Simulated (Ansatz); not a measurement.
`C[BH][GeH2][Cl]` + `C[SiH3]` → `CB[SiH2]C` + `[Cl][GeH3]`  (formal exchange of groups at a B–Ge bond)

Gas-phase electronic energies from Ansatz, PBE0-D4/def2-TZVP geometries. CCSD(T)/CBS is the MP2 limit (def2-TZVPP, def2-QZVPP) plus CCSD(T) − MP2 in def2-TZVPP, frozen cores. This one scheme is used for every species. DFT in def2-TZVPP. B3LYP here is the variant with VWN-RPA as its local correlation; programs differ in this. For Ge outer-core shells are correlated without core-valence functions, which leaves a few kJ/mol of doubt a bond. Scalar relativity is left out up to krypton. One conformer a species, not always the lowest.

```csv
level,ΔE (kJ/mol)
B3LYP-D4,25.9
B2PLYP,26.3
r2SCAN,24.6
PBE0,22.5
SCS-MP2/def2-TZVPP,27.8
CCSD(T)/def2-TZVPP,25.9
HF/def2-QZVPP,22.6
MP2/CBS(def2),30.4
```

**Question.** What does CCSD(T)/CBS give? (Best estimate.)

**Answer.** Computed: +27.1 kJ/mol. The listed levels differ from it by -1.2, -0.8, -2.5, -4.6, 0.7, -1.2, -4.5, 3.3 kJ/mol.

Largest T1 diagnostic among the species: 0.011.
